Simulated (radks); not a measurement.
The nuclear charge of the phosphorus ion P2+ is varied continuously with 13 electrons held in [Ne] 3s2 3p1. Calculated with a radial shooting solver on a logarithmic mesh with Libxc functionals: non-relativistic Kohn-Sham, PBE, spin-polarised, spherical densities, point nucleus; open shells are filled with parallel spins first. By the Hellmann-Feynman theorem dE/dZ = E(electron-nucleus)/Z, the electronic potential at the nucleus.

Z     E (hartree)  E(electron-nucleus)/Z (hartree)  HOMO  e(HOMO) (eV)  <r> HOMO (bohr)
14.5   -313.91713                         -51.0701    3p       -18.070            2.172
14.6   -319.04596                         -51.5065    3p       -19.363            2.126
14.7   -324.21842                         -51.9427    3p       -20.691            2.083
14.8   -329.43450                         -52.3788    3p       -22.053            2.041
14.9   -334.69418                         -52.8149    3p       -23.448            2.002
15     -339.99746                         -53.2508    3p       -24.878            1.964
15.1   -345.34433                         -53.6866    3p       -26.341            1.927
15.2   -350.73478                         -54.1223    3p       -27.837            1.893
15.3   -356.16879                         -54.5579    3p       -29.367            1.859
15.4   -361.64636                         -54.9935    3p       -30.930            1.828
15.5   -367.16749                         -55.4290    3p       -32.525            1.797
15.6   -372.73215                         -55.8644    3p       -34.154            1.767
15.7   -378.34036                         -56.2997    3p       -35.815            1.739
15.8   -383.99209                         -56.7349    3p       -37.509            1.711
15.9   -389.68734                         -57.1701    3p       -39.236            1.685
16     -395.42611                         -57.6053    3p       -40.994            1.659

The central difference of E at Z = 15 is -53.251 hartree, to compare with the third column; the second derivative is -4.36 hartree.
